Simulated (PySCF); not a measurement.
PySCF input for BO, SMILES [B]=O, multiplicity 2, PBE0/pcH-1. Geometry: B3LYP-D3(BJ)/def2-TZVPD.

```python
import numpy as np
from pyscf import gto, scf, dft
from pyscf.prop.hfc import uks as hfc
from pyscf.prop.gtensor import uks as gtensor

mol = gto.M(
    atom='''
    B     0.00000000    0.00000000   -0.73986543
    O     0.00000000    0.00000000    0.46241590
    ''',
    basis='pcH-1',
    charge=0,
    spin=1,
    max_memory=1600,
    verbose=3,
)
mf = dft.UKS(mol, xc='pbe0')
mf.grids.level = 3
mf.conv_tol = 1e-10
mf.max_cycle = 100
mf.kernel()
fine, coarse = mf.grids, dft.Grids(mol).set(level=1).build(with_non0tab=True)
for _ in range(3):  # follow internal instabilities
    mf.grids = coarse
    mo, _, stable, _ = mf.stability(return_status=True, nroots=4)
    mf.grids = fine
    if stable:
        break
    mf.kernel(mf.make_rdm1(mo, mf.mo_occ))
A = hfc.HFC(mf).make_fcdip(mf.make_rdm1())  # Fermi contact and dipolar terms, MHz
print('atom   A(iso)/MHz   principal dipolar parts/MHz')
for i, a in enumerate(A):
    w = np.linalg.eigvalsh((a + a.T) / 2)
    print(f'{mol.atom_symbol(i):2s}{i + 1:3d} {w.mean():12.2f}', (w - w.mean()).round(2))
gt = gtensor.GTensor(mf)
gt.dia_soc2e, gt.para_soc2e, gt.so_eff_charge = None, None, True
gt.max_cycle_cphf = 60
g = gt.kernel()
```

Program output:

```

WARN: HOMO -0.264588673811552 >= LUMO -0.264588673811527

converged SCF energy = -99.9140454590515  <S^2> = 0.76235324  2S+1 = 2.0123153
<class 'pyscf.dft.uks.UKS'> wavefunction is stable in the internal stability analysis
atom   A(iso)/MHz   principal dipolar parts/MHz
B   1      1060.78 [-26.71 -26.71  53.42]
O   2       -10.73 [-48.54  24.27  24.27]
SOC(1e)/OZ [-1.88727322e-03 -1.88727322e-03  3.59604729e-18]
free electron g 2.00231930436182
g-tensor total [2.00038974 2.00038974 2.00225925]
g-shift (ppt) [-1.92956475 -1.92956475 -0.06005045]
```

Self-consistency was reached.

Cost: very roughly 4 core-seconds.
